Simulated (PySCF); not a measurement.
Cl3GeHS. Atoms are numbered in the order given.

```xyz
6

S      0.7580     2.0863     0.0000
Ge     0.0012     0.0081     0.0000
Cl     0.6543    -1.0982    -1.7316
Cl    -2.1449     0.1186     0.0000
Cl     0.6543    -1.0982     1.7316
H      2.0515     1.6823     0.0000
```

Coordinates come from a B3LYP-D3(BJ)/def2-SVP optimisation. This is a generated structure with no PubChem entry under its InChIKey; it may be hypothetical. The values are those of a single conformer.

Calculation: TDA-ωB97X/def2-SVPD run with PySCF.

Vertical excitations. The molecule is in vacuum. State labels are in the subgroup Cs.

Computed UV-visible absorptions:
| state | symmetry | energy (eV) | λ (nm) | f | main pairs |
|---|---|---|---|---|---|
| S1 | A" | 5.13 | 242 | 0.008 | HOMO→LUMO 88 % |
| S2 | A" | 6.32 | 196 | 0.001 | HOMO−1→LUMO 92 % |
| S3 | A' | 6.60 | 188 | 0.047 | HOMO−3→LUMO 53 %, HOMO−2→LUMO 35 % |
| S4 | A" | 6.60 | 188 | 0.011 | HOMO−4→LUMO 65 %, HOMO→LUMO+1 13 % |
| S5 | A' | 6.73 | 184 | 0.110 | HOMO−2→LUMO 52 %, HOMO−3→LUMO 33 % |
| S6 | A" | 6.81 | 182 | 0.025 | HOMO→LUMO+1 64 %, HOMO−4→LUMO 14 % |
| S7 | A' | 7.00 | 177 | 0.024 | HOMO−5→LUMO 84 % |
| S8 | A" | 7.04 | 176 | 0.043 | HOMO−6→LUMO 75 % |
| S9 | A" | 7.43 | 167 | 0.006 | HOMO→LUMO+2 82 % |
| S10 | A' | 7.72 | 161 | 0.017 | HOMO→LUMO+3 54 %, HOMO−7→LUMO 28 % |
| T1 | A" | 4.66 | 266 | 0 | HOMO→LUMO 87 % |
| T2 | A' | 5.75 | 216 | 0 | HOMO−2→LUMO 89 % |
| T3 | A" | 5.84 | 212 | 0 | HOMO−1→LUMO 86 % |
| T4 | A" | 6.04 | 205 | 0 | HOMO−4→LUMO 80 % |
Triplets are in the Tamm–Dancoff approximation.
